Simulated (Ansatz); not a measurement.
The same molecule with X = B, Al, Ga, In. Ansatz, PBE0-D4/def2-TZVP geometries, multiplicity 1. Each molecule was computed in one conformer, which needn't be the lowest.

Elements past krypton have def2 core potentials. Scalar relativity is left out up to krypton.

```
 X              molecule  mean X–O bond length / Å  mean X–S bond length / Å  size of the dipole moment (PBE/def2-TZVPP) / D  LUMO energy (ωB97M-V/def2-TZVPP) / eV  HOMO–LUMO gap (ωB97M-V/def2-TZVPP) / eV
 B              `OB(S)S`                     1.357                     1.816                                            0.90                                   1.62                                    11.20
Al  `[OH][Al]([SH])[SH]`                     1.685                     2.177                                            1.19                                   1.05                                    10.90
In  `[OH][In]([SH])[SH]`                     1.977                     2.370                                            0.57                                   0.12                                     9.94
```

(1) Give the row for X = Ga, `[OH][Ga]([SH])[SH]`. (Best estimate.)

## Answers

(1) Ansatz gave: 
```json
{"X": "Ga", "molecule": "`[OH][Ga]([SH])[SH]`", "mean X–O bond length / Å": "1.782", "mean X–S bond length / Å": "2.190", "size of the dipole moment (PBE/def2-TZVPP) / D": "1.80", "LUMO energy (ωB97M-V/def2-TZVPP) / eV": "0.92", "HOMO–LUMO gap (ωB97M-V/def2-TZVPP) / eV": "10.76"}
```

From B to In the mean X–O bond length rises at each step, by 0.620 Å in all; the mean X–S bond length rises at each step, by 0.554 Å in all; the LUMO energy (ωB97M-V/def2-TZVPP) falls at each step, by 1.50 eV in all; the HOMO–LUMO gap (ωB97M-V/def2-TZVPP) falls at each step, by 1.26 eV in all. Bonds lengthen as the atom grows down the group. Dipoles are sizes alone, and their direction can turn along the series.
